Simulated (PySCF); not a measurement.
Correlation energy of Sn²⁺ (tin, charge +2)

Starting occupation: [Kr] 4d9 5s2 5p1, 4d3/2 with m_j = -3/2, -1/2, +1/2, +3/2, 4d5/2 with m_j = -3/2, -1/2, +1/2, +3/2, +5/2, 5p3/2 with m_j = +3/2. Calculation: PySCF 2.14, in x2c-TZVPall-2c; X2C-1e with screened-nucleus spin-orbit coupling, Gaussian nucleus. Frozen: [Ar] 3d10; 20 electrons correlated; the 6 highest virtual spinors left out.

MP2 pair energies summed by pair of shells (mhartree):

| pair | energy | share (%) |
| --- | --- | --- |
| 4d3/2-4d5/2 | -64.28 | 17.7 |
| 4d5/2-4d5/2 | -35.06 | 9.7 |
| 4d5/2-5s1/2 | -34.31 | 9.5 |
| 4d5/2-4p3/2 | -30.38 | 8.4 |
| 4d3/2-5s1/2 | -26.04 | 7.2 |
| 4d3/2-4p3/2 | -21.61 | 6.0 |
| 4d3/2-4d3/2 | -21.57 | 6.0 |
| 5s1/2-5s1/2 | -18.78 | 5.2 |
| 5p3/2-5s1/2 | -16.89 | 4.7 |
| 4p3/2-4p3/2 | -10.11 | 2.8 |
| 4d5/2-4p1/2 | -9.94 | 2.7 |
| 4p1/2-4p3/2 | -9.66 | 2.7 |
| 4d5/2-5p3/2 | -8.44 | 2.3 |
| 4p3/2-5s1/2 | -7.91 | 2.2 |
| 4d3/2-4p1/2 | -7.43 | 2.0 |
| 4d3/2-5p3/2 | -7.20 | 2.0 |
| 4p3/2-4s1/2 | -6.82 | 1.9 |
| 4d5/2-4s1/2 | -6.40 | 1.8 |
| 4d3/2-4s1/2 | -5.09 | 1.4 |
| 4p1/2-4s1/2 | -3.27 | 0.9 |
| 4p3/2-5p3/2 | -3.05 | 0.8 |
| 4p1/2-5s1/2 | -2.44 | 0.7 |
| 4p1/2-4p1/2 | -2.13 | 0.6 |
| 4s1/2-4s1/2 | -1.61 | 0.4 |
| 4s1/2-5s1/2 | -0.92 | 0.3 |
| 4p1/2-5p3/2 | -0.72 | 0.2 |
| 4s1/2-5p3/2 | -0.26 | 0.1 |

Total MP2 correlation energy: -362.31 mhartree.

This basis was not built for core-valence correlation, so the inner-shell part is incomplete.
